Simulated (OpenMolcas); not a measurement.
# Au II: from CASSCF to CASPT2

```
Program             : OpenMolcas
Basis               : ANO-RCC-VTZP [8s7p5d3f1g]
Scalar Hamiltonian  : DKH2, point nucleus
Active space        : 10 electrons in 6 orbitals (5d 6s)
State averaging     : 2S+1 = 1 even, 6 roots; 2S+1 = 3 even, 5 roots kept (CI in the orbitals of an earlier block)
Spin-orbit coupling : state interaction with AMFI integrals over the reference wave functions, term energies averaged over their components
```

Methods on the same reference wave functions:
A. CASSCF
B. SS-CASPT2, IPEA 0.25 Eh, imaginary shift 0.1 Eh (closed shells correlated: 5s 5p)
C. XMS-CASPT2, IPEA 0.25 Eh, imaginary shift 0.1 Eh (closed shells correlated: 5s 5p)

Energies in cm-1 above 5d10 1S0, the measured ground level; measured values from NIST Handbook of Basic Atomic Spectroscopic Data.

| Level | A | B | C | Measured |
| --- | --- | --- | --- | --- |
| 5d10 1S0 | 0.0 | 0.0 | 0.0 | 0.0 |
| 5d9 6s 3D3 | 9563 | 12390 | 13540 | 15040 |
| 5d9 6s 3D2 [57 %] | 12584 | 14710 | 15940 | 17641 |
| 5d9 6s 3D1 | 22057 | 24890 | 26030 | 27766 |
| 5d9 6s 1D2 [57 %] | 25164 | 26900 | 28150 | 29621 |

Deviations, from unrounded energies. A percentage is the sum of absolute deviations over the sum of measured energies, with the sign that they share, or ± where signs differ.

```tsv
Against measurement	Levels	A	B	C
mean absolute deviation (cm-1)	4	5200	2800	1600
other configurations (%)	4	-23.0	-12.4	-7.1
```

C lies closest to measurement on these levels and A furthest from it. The largest miss of C in the table is 5d9 6s 3D1, by -1700 cm-1. The ranking rests on the paired levels alone, and a cruder setting can come out closer through cancelling errors.

Between B and C the level of the table that moves most is 5d9 6s 1D2 [57 %], by 1300 cm-1 (lowest in B, highest in C). Moves below CASPT2's spread within the term are not significant.

The lowest spin-free term lies below A's lowest term by 0.533 hartree in B, 0.544 hartree in C.

CASPT2 does not keep the components of a term degenerate, so their means are used; among the terms shown or strongly mixed into the levels shown the widest spread is 140 cm-1 (5d9 6s 1D, C). Terms from blocks run as CI alone lack orbitals of their own. A single d shell beside an s shell can misplace configurations of different d count against each other. Without dynamic correlation excited terms often stand tens of per cent too high (terms of higher spin than the ground term too low), and those without a measured partner can miss by more than the paired ones (holds for A). Computed and measured levels are paired by configuration, term and J; levels that our copy of the source lacks, or whose pairing is in doubt (as where it misses far off the trend of its configuration), stay unpaired and out of the deviations. Where the source uses jj or jK labels, the order within each J decides. Levels of configurations outside the active space are missing.

A share in square brackets marks a mixed level and gives the weight of the term that names it, the lowest over the columns.
